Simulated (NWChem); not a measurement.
System meant: Si$_{2}$H$_{3}$F, singlet; SMILES F[Si][SiH3]

Here is an NWChem input.

```
start job
memory heap 200 mb stack 900 mb global 1100 mb
geometry units angstroms noautoz
  Si     0.453349    -0.909856    -0.525070
  F     -0.553681    -1.462858     0.675167
  Si    -0.086159     1.449219    -0.123166
  H      0.252958     1.801672     1.307055
  H     -1.573877     1.656461    -0.292269
  H      0.631961     2.416573    -1.031187
end
basis spherical
  * library def2-svp
end
dft
  odft
  mult 2
  xc xpbe96 cpbe96
  iterations 150
  mulliken
end
task dft energy
```

End of the output:

```
 Summary of "ao basis" -> "" (spherical)
 ------------------------------------------------------------------------------
       Tag                 Description            Shells   Functions and Types
 ---------------- ------------------------------  ------  ---------------------
 *                          def2-svp                  on all atoms

  pbe96 is a nonlocal functional; adding pw91lda local functional.

                                 NWChem DFT Module
                                 -----------------

 Summary of "ao basis" -> "ao basis" (spherical)
 ------------------------------------------------------------------------------
       Tag                 Description            Shells   Functions and Types
 ---------------- ------------------------------  ------  ---------------------
 Si                         def2-svp                 8       18   4s3p1d
 F                          def2-svp                 6       14   3s2p1d
 H                          def2-svp                 3        5   2s1p

 Summary of "ao basis" -> "ao basis" (spherical)
 ------------------------------------------------------------------------------
       Tag                 Description            Shells   Functions and Types
 ---------------- ------------------------------  ------  ---------------------
 Si                         def2-svp                 8       18   4s3p1d
 F                          def2-svp                 6       14   3s2p1d
 H                          def2-svp                 3        5   2s1p

      Symmetry analysis of basis
      --------------------------

        a'         45
        a"         20

  number of electrons :                   40
  multiplicity        :                    2
 ------------------------------------------------------------------------
  no. of electrons and multiplicity not compatible                  40
 ------------------------------------------------------------------------
 ------------------------------------------------------------------------
  current input line :
    21: task dft energy
 ------------------------------------------------------------------------
 ------------------------------------------------------------------------
 There is an error in the input file
 ------------------------------------------------------------------------
 For more information see the NWChem manual at https://nwchemgit.github.io

0: no. of electrons and multiplicity not compatible:Received an Error in Communication
```

Question: Can this run be used? If not, why, and what is the fix?

Answer: The input was rejected before any calculation. Cause: the multiplicity doesn't fit the number of electrons (an even count wants an odd multiplicity, and the reverse). This input runs:
```
start job
memory heap 200 mb stack 900 mb global 1100 mb
geometry units angstroms noautoz
  Si     0.453349    -0.909856    -0.525070
  F     -0.553681    -1.462858     0.675167
  Si    -0.086159     1.449219    -0.123166
  H      0.252958     1.801672     1.307055
  H     -1.573877     1.656461    -0.292269
  H      0.631961     2.416573    -1.031187
end
basis spherical
  * library def2-svp
end
dft
  xc xpbe96 cpbe96
  iterations 150
  mulliken
end
task dft energy
```
It converges to -679.95509 Ha (PBE/def2-SVP).
